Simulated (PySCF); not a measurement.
## Frontier orbitals and the lowest excitations

Compound: C8H7ClSi.
Z-matrix (Å and degrees, PBE0-D3(BJ)/def2-SVP geometry), rows numbered from 1:
```
Cl
C   1  1.7362
C   2  1.3966  1  118.68
C   3  1.3912  2  119.89  1  -180.00
C   4  1.3989  3  120.35  2     0.02
C   5  1.3895  4  119.84  3    -0.02
C   2  1.3980  1  120.63  3  -179.97
C   7  1.4736  2  125.92  1     0.02
C   8  1.3501  7  117.55  2   179.95
Si  9  1.8704  8  108.35  7     0.17
H   3  1.0913  2  119.13  1    -0.01
H   4  1.0923  3  119.39  2   179.99
H   5  1.0930  4  119.54  3  -180.00
H   8  1.0942  7  118.71  2    -0.03
H   9  1.0919  8  121.58  7   179.99
H  10  1.4950  6  113.43  5    62.21
H  10  1.4949  6  113.62  5   -61.81
```

The calculation used TDDFT B3LYP/def2-SVPD, vertical, gas phase, core orbitals frozen in the response (PySCF).

Frontier orbitals with the atoms that hold most of them (Löwdin shares over 4%, at most four atoms; ? is withheld):

```csv
orbital,ε (eV),atoms
HOMO-3,-8.66,"C8 22%, C9 14%, C7 13%, Si10 10%"
HOMO-2,-8.58,"Cl1 52%, C6 9%, Si10 8%, C2 7%"
HOMO-1,-7.15,?
HOMO,?,"C9 20%, C7 14%, C4 13%, C8 12%"
LUMO,-1.88,?
LUMO+1,-0.99,"C2 20%, C5 20%, C3 13%, C6 13%"
LUMO+2,0.04,"Si10 22%, Cl1 18%, H16 8%, H17 8%"
```

Task: Give the leading atoms of the HOMO-1.

Result: C6 (bonded to 2 C and Si) 20%; C3 (bonded to 2 C and H) 20%; C5 (bonded to 2 C and H) 15%; Cl1 (bonded to C) 14%. By element: carbon 55% or more, chlorine 14%.

Task: Which atoms hold the LUMO, and with what shares?

Result: C9 (bonded to C, Si and H) 18%; C8 (bonded to 2 C and H) 16%; C7 (bonded to 3 C) 12%; C6 (bonded to 2 C and Si) 11%.

Task: What is the HOMO energy, and the HOMO–LUMO gap?

Result: ε(HOMO) = -6.61 eV; the gap is 4.72 eV (0.1735 hartree).

Task: The HOMO–LUMO gap is 4.72 eV. Where does the response calculation put the lowest singlet, and from which orbitals?

Result: S1 is at 4.15 eV (f = 0.086), 0.57 eV below the gap, made of HOMO→LUMO (82%), HOMO→LUMO+1 (9%). Without the coupling terms of the response equations the lowest excitation would equal the gap.

Task: Give energy, strength and leading configuration of S1, S2, S3 and S7, and follow the Löwdin shares of the leading atoms from the occupied to the empty orbital.

Result: 
- S1 (4.15 eV, f 0.086), HOMO→LUMO (82%): C9 20% → 18%, C7 14% → 12%, C8 12% → 16%
- S2 (4.53 eV, f 0.024), HOMO-1→LUMO (77%): C6 20% → 11%, C3 20% → at most 11%, C9 at most 15% → 18%, C8 at most 15% → 16%
- S3 (5.27 eV, f 0.262), HOMO→LUMO+1 (73%): C9 20% → at most 13%, C7 14% → at most 13%, C2 at most 12% → 20%, C5 at most 12% → 20%
- S7 (5.85 eV, f 0.201), HOMO-1→LUMO+1 (82%): C6 20% → 13%, C3 20% → 13%, C2 at most 15% → 20%, C5 15% → 20%

Löwdin shares depend on the basis, the more so with diffuse functions.
